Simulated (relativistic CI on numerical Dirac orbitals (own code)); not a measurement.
# Forbidden transitions in Sm44+

Computed by Dirac-Coulomb-Breit CI, separate exchange-only KLI orbitals for each configuration, a model potential for QED, unscaled Slater integrals (own radial code, finite nucleus).

CI space (outside the closed core [Ne]): 3s2 3p6, 3s2 3p5 3d, 3s 3p6 3d, 3s2 3p5 4s, 3s2 3p5 4p, 3s2 3p5 4d, 3p6 3d 4p, 3s 3p6 4s, 3s2 3p5 4f, 3s 3p6 4p, 3s 3p6 4d, 3s 3p6 4f, 3s2 3p5 5s, 3s2 3p5 5p, 3s2 3p5 5d, 3s2 3p5 5f, 3s2 3p5 5g, 3s 3p6 5s, 3s 3p6 5p, 3s 3p6 5d, 3s 3p6 5f, 3p6 3d2, 3p5 3d3, 3p5 3d2 4s, 3p5 3d2 4p, 3p5 3d2 4d, 3p6 3d 4s, 3p5 3d 4s2, 3p5 3d 4s 4p, 3p5 3d 4s 4d, 3p6 4s2, 3p5 4s2 4p, 3p5 4s2 4d. Double excitations out of closed p, d and f shells are left out; levels of such configurations are missing from the list, as are those of other unlisted configurations, and high levels can miss mixing partners. These lack a partner that the ground configuration has and come out too high: 3s2 3p5 4f, 3s2 3p5 5s, 3s2 3p5 5p, 3s2 3p5 5d, 3s2 3p5 5f.

```csv
λ vac (Å),Lower,Upper,Type,A (s⁻¹),E lower (eV),E upper (eV)
5.7993,3s2 3p6 1S_0 [1],3s 3p6 4d 1D_2 [184],E2,9.61e+10,0.00,2137.92
7.6307,3s2 3p5 3d 3F°_2 [10],3s2 3p5 4d 3F°_3 [172],E2,2.61e+09,345.80,1970.62
7.6630,3s2 3p5 3d 3F°_3 [4],3s2 3p5 4d 3F°_4 [152],E2,2.38e+09,200.85,1818.81
7.6942,3s2 3p5 3d 3F°_2 [10],3s2 3p5 4d 3F°_2 [170],E2,7.53e+09,345.80,1957.19
7.7036,3s2 3p5 3d 3F°_3 [4],3s2 3p5 4d 3D°_2 [150],E2,5.72e+09,200.85,1810.29
7.7170,3s2 3p5 3d 3F°_3 [4],3s2 3p5 4d 3F°_3 [149],E2,5.12e+09,200.85,1807.48
7.7557,3s2 3p5 3d 3D°_2 [5],3s2 3p5 4d 3P°_0 [147],E2,1.15e+10,204.00,1802.62
7.7717,3s2 3p5 3d 3F°_4 [6],3s2 3p5 4d 3D°_3 [155],E2,4.36e+09,228.60,1823.93
7.7926,3s2 3p5 3d 1D°_2 [7],3s2 3p5 4d 3D°_3 [155],E2,3.76e+09,232.89,1823.93
7.7967,3s2 3p5 3d 3F°_4 [6],3s2 3p5 4d 3F°_4 [152],E2,8.51e+09,228.60,1818.81
7.8059,3s2 3p5 3d 3P°_2 [12],3s2 3p5 4d 3P°_2 [171],E2,9.40e+09,380.64,1968.97
7.8172,3s2 3p5 3d 3F°_3 [13],3s2 3p5 4d 3F°_3 [172],E2,1.02e+10,384.56,1970.62
7.8397,3s2 3p5 3d 3D°_3 [8],3s2 3p5 4d 3D°_3 [155],E2,3.05e+09,242.43,1823.93
7.8558,3s2 3p5 3d 3D°_3 [8],3s2 3p5 4d 1D°_2 [153],E2,5.30e+09,242.43,1820.67
7.8651,3s2 3p5 3d 3D°_3 [8],3s2 3p5 4d 3F°_4 [152],E2,2.91e+09,242.43,1818.81
7.9694,3s2 3p5 3d 3D°_1 [9],3s2 3p5 4d 1D°_2 [153],E2,3.61e+09,264.91,1820.67
8.7714,3s2 3p5 3d 3P°_0 [2],3s2 3p5 4s 3P°_2 [137],E2,7.20e+08,188.03,1601.54
8.8204,3s2 3p5 3d 3P°_1 [3],3s2 3p5 4s 3P°_2 [137],E2,2.06e+09,195.89,1601.54
8.8265,3s2 3p5 3d 3F°_2 [10],3s2 3p5 4s 3P°_0 [145],E2,6.54e+09,345.80,1750.49
8.8517,3s2 3p5 3d 3F°_3 [4],3s2 3p5 4s 3P°_2 [137],E2,1.98e+09,200.85,1601.54
8.8605,3p6 3d2 3F_3 [20],3p6 3d 4s 3D_3 [199],E2,2.03e+09,1071.94,2471.23
8.8716,3s2 3p5 3d 3D°_2 [5],3s2 3p5 4s 3P°_2 [137],E2,2.52e+09,204.00,1601.54
8.8766,3p6 3d2 3F_2 [18],3p6 3d 4s 3D_2 [194],E2,4.11e+09,1041.24,2437.99
8.8834,3p6 3d2 3F_2 [18],3p6 3d 4s 3D_1 [193],E2,4.28e+09,1041.24,2436.93
8.9301,3p6 3d2 1G_4 [22],3p6 3d 4s 3D_3 [199],E2,3.11e+09,1082.85,2471.23
8.9968,3p6 3d2 3P_0 [19],3p6 3d 4s 3D_2 [194],E2,1.24e+09,1059.90,2437.99
9.0306,3s2 3p5 3d 3F°_4 [6],3s2 3p5 4s 3P°_2 [137],E2,5.88e+09,228.60,1601.54
9.0509,3s2 3p5 3d 3P°_2 [12],3s2 3p5 4s 3P°_0 [145],E2,9.22e+09,380.64,1750.49
9.0589,3s2 3p5 3d 1D°_2 [7],3s2 3p5 4s 3P°_2 [137],E2,7.03e+08,232.89,1601.54
9.0761,3p6 3d2 3F_3 [20],3p6 3d 4s 3D_2 [194],E2,3.10e+09,1071.94,2437.99
9.0831,3p6 3d2 3F_3 [20],3p6 3d 4s 3D_1 [193],E2,3.23e+09,1071.94,2436.93
9.1107,3p6 3d2 3F_4 [24],3p6 3d 4s 3D_3 [199],E2,4.30e+09,1110.37,2471.23
9.1224,3s2 3p5 3d 3D°_3 [8],3s2 3p5 4s 3P°_2 [137],E2,2.35e+09,242.43,1601.54
9.1384,3p6 3d2 3P_2 [21],3p6 3d 4s 3D_2 [194],E2,1.45e+09,1081.26,2437.99
9.1456,3p6 3d2 3P_2 [21],3p6 3d 4s 3D_1 [193],E2,3.07e+09,1081.26,2436.93
9.1492,3p6 3d2 1G_4 [22],3p6 3d 4s 3D_2 [194],E2,5.37e+09,1082.85,2437.99
9.1694,3p6 3d2 3P_1 [23],3p6 3d 4s 3D_1 [193],E2,2.97e+09,1084.78,2436.93
21.713,3s 3p6 3d 3D_1 [14],3p6 3d2 3P_1 [23],E2,1.17e+08,513.77,1084.78
21.972,3s 3p6 3d 3D_2 [15],3p6 3d2 1G_4 [22],E2,8.31e+07,518.56,1082.85
22.025,3s 3p6 3d 3D_3 [16],3p6 3d2 3F_4 [24],E2,1.17e+08,547.43,1110.37
22.212,3s 3p6 3d 3D_1 [14],3p6 3d2 3F_3 [20],E2,4.64e+07,513.77,1071.94
22.405,3s 3p6 3d 3D_2 [15],3p6 3d2 3F_3 [20],E2,8.73e+07,518.56,1071.94
22.506,3s 3p6 3d 1D_2 [17],3p6 3d2 3F_4 [24],E2,1.10e+08,559.47,1110.37
23.157,3s 3p6 3d 3D_3 [16],3p6 3d2 1G_4 [22],E2,6.51e+07,547.43,1082.85
23.689,3s 3p6 3d 1D_2 [17],3p6 3d2 1G_4 [22],E2,4.80e+07,559.47,1082.85
```

Terms are leading LS components. Brackets give the number of a level in order of energy, since labels repeat. The list gives strong lines, with weight on those to low levels, among the lowest 400 of 1357 levels, so that lines to higher ones, which can be the strongest, are missing. Levels whose partners in the same complex of configurations lie outside the list can be far off, and so can their lines. Rates are taken at the computed energies, electric ones in the length gauge.

At this charge energies of transitions that change n are usually good to better than 1 %, and those within a shell (Δn = 0) to a few per cent.

Task: From the table, what is the radiative lifetime of 3s2 3p5 4s 3P°_2?

Result: The listed rates from this level add up to about 1.62e+10 s⁻¹, 99 % of its decay; with all channels τ = 6.13e-11 s.

LS names give the leading component of a level, which can be under half, so a name can repeat, a term be missing and a line seem to break the LS rules.
